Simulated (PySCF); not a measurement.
Computed shifts of a molecule C3H8O2Si, PBE0/pcSseg-1 in PySCF, GIAO, gas phase, equivalent atoms averaged, in ppm (number of nuclei): ¹³C: 147.9 (1), 145.5 (1), 0.4 (1). ²⁹Si: -8.6 (1). ¹H: 6.51 (1), 6.50 (2), 1.77 (1), 1.06 (1), 0.43 (3). References: ¹³C against TMS (σ = 186.3 ppm); ²⁹Si against TMS (σ = 352.7 ppm); ¹⁷O against H2O (σ = 334.2 ppm); ¹H against TMS (σ = 31.56 ppm), references at their B3LYP-D3(BJ)/def2-TZVP geometries, non-relativistic. Geometry: PBE0-D3(BJ)/def2-SVP. Other conformers were not sampled.

Q: Which molecule gave these data?
(A) C=C[Si](C)(O)O
(B) O[C@H]1C[C@@]1(O)[SiH3]
(C) CO[Si@@H]1CCO1
(D) O[C@@H]1CO[C@H]1[SiH3]

A: A, C=C[Si](C)(O)O
